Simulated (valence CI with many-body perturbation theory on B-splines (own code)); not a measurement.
## Hyperfine factors and g values of Cs⁴⁷⁺

Calculated by relativistic CI+MBPT: six valence electrons over a frozen Dirac-Fock core [He], radial functions for each j: 9 s, 9 p, 8 d, 6 f, 3 g, 1 h, with the one-electron correlation potential Σ1, the two-electron term Σ2, the three-electron term Σ3, Breit, model QED; selected CI, second order for the rest, scaled by the run's own slope (own B-spline code, finite nucleus).

No measured spectrum was set against this ion. As an estimate, large intervals hold to a few tenths of a per cent, small ones and those within an open d or f shell to about a per cent. Among the levels kept, up to 2400 cm⁻¹ of a level comes from second order outside the variational space, and about a tenth of that is noise between levels of different J, which matters for small intervals.

A/g_I is the dipole constant over the nuclear g factor μ/I (μ in nuclear magnetons, uniformly magnetised nucleus), B/Q the quadrupole constant per barn. Both hold the static response of the core; the bare values leave it out. Large factors of s and p1/2 electrons are usually good to 5 to 10 %; those of open d and f shells near neutrality can be off by tens of per cent, and small factors of p3/2, d and f electrons come from cancelling terms and can be off by a factor of two or in sign, in half-filled shells by more. B is blank for J = 1/2, where it vanishes, and for nearly pure S terms. Energies count from the lowest level. Levels with J = 0 are left out.

Levels are named by their leading jj configuration (3d3/2^4 stands for four electrons in 3d with j = 3/2), which in mixed levels can hold well under half, so a name can repeat and another be missing. Letters in brackets count levels of one name in rising energy.

| Level | E (eV) | g | A/g_I (MHz) | A/g_I bare | B/Q (MHz/b) | B/Q bare |
| --- | --- | --- | --- | --- | --- | --- |
| (2s^2 2p1/2^2 2p3/2^2) J=2 | 0.0 | 1.333 | 306000 | 315000 | 69000 | 69100 |
| (2s^2 2p1/2 2p3/2^3) J=1 | 362.9 | 1.484 | -136000 | -122000 | -297000 | -298000 |
| (2s^2 2p1/2 2p3/2^3) J=2 | 379.7 | 1.129 | 764000 | 766000 | -666000 | -668000 |
| (2s 2p1/2^2 2p3/2^3) J=2 | 629.5 | 1.481 | 1860000 | 1850000 | -593000 | -594000 |
| (2s 2p1/2^2 2p3/2^3) J=1 | 684.1 | 1.207 | -1190000 | -1160000 | -179000 | -179000 |
| (2s 2p1/2 2p3/2^4) J=1 | 1032.6 | 1.252 | 4260000 | 4210000 | -115000 | -115000 |
| (2s^2 2p1/2^2 2p3/2 3s) J=2 | 4635.0 | 1.521 | 681000 | 683000 | 560000 | 561000 |
| (2s^2 2p1/2^2 2p3/2 3s) J=1 | 4641.6 | 1.184 | -72200 | -56100 | 291000 | 292000 |
| (2s^2 2p1/2^2 2p3/2 3p1/2) J=1 | 4713.3 | 1.506 | 231000 | 244000 | 278000 | 278000 |
| (2s^2 2p1/2^2 2p3/2 3p1/2) J=2 | 4715.1 | 1.196 | 375000 | 381000 | 544000 | 545000 |
| (2s^2 2p1/2^2 2p3/2 3p3/2) J=3 | 4817.1 | 1.344 | 194000 | 200000 | 715000 | 716000 |
| (2s^2 2p1/2^2 2p3/2 3p3/2) J=1 | 4817.2 | 1.375 | 191000 | 198000 | -281000 | -282000 |
| (2s^2 2p1/2^2 2p3/2 3p3/2) J=2 | 4836.3 | 1.323 | 199000 | 204000 | 32500 | 32600 |
| (2s^2 2p1/2^2 2p3/2 3d3/2) J=2 | 4901.9 | 1.033 | 174000 | 179000 | -5100 | -5080 |
| (2s^2 2p1/2^2 2p3/2 3d3/2) J=3 | 4907.5 | 1.119 | 171000 | 175000 | 532000 | 533000 |
| (2s^2 2p1/2^2 2p3/2 3d3/2) J=1 | 4910.0 | 1.126 | 170000 | 175000 | -230000 | -231000 |
| (2s^2 2p1/2^2 2p3/2 3d5/2) J=4 | 4931.1 | 1.257 | 124000 | 127000 | 569000 | 571000 |
| (2s^2 2p1/2^2 2p3/2 3d5/2) J=2 | 4939.0 | 1.254 | 43600 | 44700 | -387000 | -388000 |
| (2s^2 2p1/2^2 2p3/2 3d5/2) J=3 | 4951.1 | 1.191 | 115000 | 118000 | -53900 | -53800 |
| (2s^2 2p1/2^2 2p3/2 3d5/2) J=1 | 4958.4 | 1.030 | -188000 | -195000 | 61500 | 61700 |
| (2s^2 2p1/2 2p3/2^2 3s) J=2 [a] | 4983.9 | 1.580 | 394000 | 400000 | 94000 | 94100 |
| (2s^2 2p1/2 2p3/2^2 3s) J=1 [a] | 4992.0 | 1.305 | -507000 | -487000 | 25400 | 25400 |
| (2s^2 2p1/2 2p3/2^2 3s) J=3 | 5005.6 | 1.314 | 862000 | 862000 | -5140 | -5160 |
| (2s^2 2p1/2 2p3/2^2 3s) J=2 [b] | 5010.8 | 1.039 | 518000 | 525000 | -23200 | -23200 |
| (2s^2 2p1/2 2p3/2^2 3s) J=1 [b] | 5040.3 | 1.315 | 1970000 | 1950000 | -12700 | -12800 |
| (2s^2 2p1/2 2p3/2^2 3p1/2) J=1 [a] | 5060.6 | 1.643 | -200000 | -183000 | 37700 | 37800 |
| (2s^2 2p1/2 2p3/2^2 3p1/2) J=2 [a] | 5067.8 | 1.210 | 353000 | 359000 | 14200 | 14200 |
| (2s^2 2p1/2 2p3/2^2 3p1/2) J=3 | 5083.2 | 1.100 | 665000 | 668000 | -14000 | -14000 |
| (2s^2 2p1/2 2p3/2^2 3p1/2) J=2 [b] | 5107.0 | 1.321 | 459000 | 467000 | 51700 | 51800 |
| (2s^2 2p1/2 2p3/2^2 3p1/2) J=1 [b] | 5113.7 | 0.654 | 1360000 | 1350000 | -3640 | -3650 |
| (2s^2 2p1/2 2p3/2^2 3p3/2) J=3 [a] | 5162.5 | 1.399 | 105000 | 111000 | 270000 | 270000 |
| (2s^2 2p1/2 2p3/2^2 3p3/2) J=2 [a] | 5165.5 | 1.420 | -48700 | -39700 | 36800 | 36900 |

Problem. Take the isotope of mass number 134, with I = 4, μ = 2.9893 μN and Q = 0.37 b. What is the hyperfine structure of (2s^2 2p1/2^2 2p3/2 3s) J=2?

Solution. From the table A = 509000 MHz, B = 207000 MHz. Shifts from the centre of gravity in MHz: F = 2: -4990000, F = 3: -3550000, F = 4: -1590000, F = 5: 953000, F = 6: 4120000.
